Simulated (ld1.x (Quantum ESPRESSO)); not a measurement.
# nitrogen (N): one change to a PAW potential, before and after

```
Element                 : nitrogen
Generator               : ld1.x (Quantum ESPRESSO) 7.5
Type                    : PAW
Functional              : PBE
Relativity              : non-relativistic
Frozen core             : [He]
Valence charge          : 5
Reference configuration : 2s1.5 2p3.5
Partial waves           : 2s (bound): rcut 0.80, rcutus 1.00 bohr; 2s channel at 2.1 Ry: rcut 0.80, rcutus 1.00 bohr; 2p (bound): rcut 1.40, rcutus 1.85 bohr; 2p channel at 0.35 Ry: rcut 1.40, rcutus 1.85 bohr
Local potential         : all-electron potential smoothed inside 1.65 bohr (lloc = -1)
Core correction         : Bessel-smoothed model core inside 0.85 bohr
Augmentation charge     : PSQ, inside the norm-conserving radii
```

Change: waves 2p (bound): rcut 1.40, rcutus 2.52 bohr; 2p channel at 0.35 Ry: rcut 1.40, rcutus 2.52 bohr.

Cutoffs: the cutoffs (Ry, on a coarse ladder) from which the occupation-weighted sum of valence levels, in a spherical-Bessel basis at the reference potential, stays within 10 and 1 mRy of its value at 400 Ry; they do not see the model core or the augmentation charge, which bear on the density cutoff. Errors are all-electron minus pseudo energies relative to the spin-unpolarised reference configuration.

How do hardness, ghosts and transferability respond?

The potential gets softer (21 Ry and 35 Ry → 12 Ry and 35 Ry); of the 7 tests that both files solve, the error grows in 5 and shrinks in 0 by more than 15 % and 0.3 meV (median size 0.1 → 3.3 meV); neither file shows a bound ghost. A larger radius leaves more room for a smooth pseudo-wave, so fewer plane waves are needed. More of the atom is replaced by a form fitted at one configuration, so other configurations suffer.

| quantity | base | changed |
| --- | --- | --- |
| cutoff, loose | 21 Ry | 12 Ry |
| cutoff, tight | 35 Ry | 35 Ry |
| loose cutoff by channel (10 mRy a level) | s 10 Ry, p 18 Ry | s 10 Ry, p 8 Ry |
| bound ghosts | none | none |
| error for 2s2 2p3, meV [ΔE -5.74 eV] | -0.1 | -0.1 |
| error for 2s2 2p2, meV [ΔE 7.86 eV] | -0.5 | -19 |
| error for 2s2 2p1, meV [ΔE 36.72 eV] | -4.2 | -77 |
| error for 2s1 2p3, meV [ΔE 19.61 eV] | -1.4 | -25 |
| error for 2s2 2p3.3, meV [ΔE -7.36 eV] | -0.1 | -0.5 |
| error for 2s1 2p4, meV [ΔE 5.74 eV] | -0.1 | -0.1 |
| error for 2s2 2p2.5, meV [ΔE -0.64 eV] | -0.1 | -3.3 |
| lowest overlap eigenvalue by channel | s 0.64, p 1.00 | s 0.64, p 0.18 |
